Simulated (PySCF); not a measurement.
A geometry optimisation on `C[NH][GaH][S]C`.

Computed with PBE0-D3(BJ)/def2-SVP geometry optimisation, gas phase (PySCF 2.14.0). Start geometry: GFN2-xTB. The command runs a driver script over a list of jobs; the input below is this job's line of settings and its coordinates in Å.

Command:
```bash
OMP_NUM_THREADS=1 python probes_run.py task.json out
```

Input:
```
{"job": {"xc": "PBE0", "basis": "def2-SVP", "d3": "d3bj", "grid": 1, "shake": 0.01, "kind": "geom"}, "charge": 0, "multiplicity": 1}
C     -2.510450     0.006880    -0.731350
N     -1.698840    -0.797700     0.131140
Ga     0.071280    -0.570610     0.419260
S      1.273980     1.066880    -0.556660
C      2.888630     0.688300     0.153830
H     -1.910390     0.815830    -1.185650
H     -2.966790    -0.559670    -1.542760
H     -3.320860     0.523590    -0.180060
H     -2.234920    -1.524790     0.590510
H      0.809140    -1.566770     1.408290
H      3.213630     1.567250     0.724300
H      3.581850     0.493720    -0.646910
H      2.809560    -0.159800     0.821990
```

Output:
```
step   0  E = -2457.84284766  max force = 0.020708
step   1  E = -2457.84569693  max force = 0.006325
step   2  E = -2457.84610158  max force = 0.005265
step   3  E = -2457.84647487  max force = 0.000981
step   4  E = -2457.84648026  max force = 0.000583
step   5  E = -2457.84647288  max force = 0.000230
step   6  E = -2457.84646517  max force = 0.000184
step   7  E = -2457.84646998  max force = 0.000175
step   8  E = -2457.84646934  max force = 0.000176
optimisation converged
```

Energies in Eh; «max force» is the largest Cartesian gradient component in Eh/bohr.

Question: Give the first gradient maximum in eV/Å.

Answer: With 1 Eh/bohr = 51.422 eV/Å, 1.065 eV/Å.

Question: How much energy does the optimisation release, in eV?

Answer: E(step 0) − E(last step) = 0.003622 Eh, which is 0.099 eV.

In short: final energy -2457.84647 Eh after 8 steps; dipole 1.26 D.

Hardware: an Intel Xeon 6975P-C with one thread, no GPU, shared host with 192 logical CPUs at a one-minute load of 55. Cost: 45 s, 0.55 GiB resident at most.
Labels such as C1 count atoms from 1, the log's own numbers from 0.
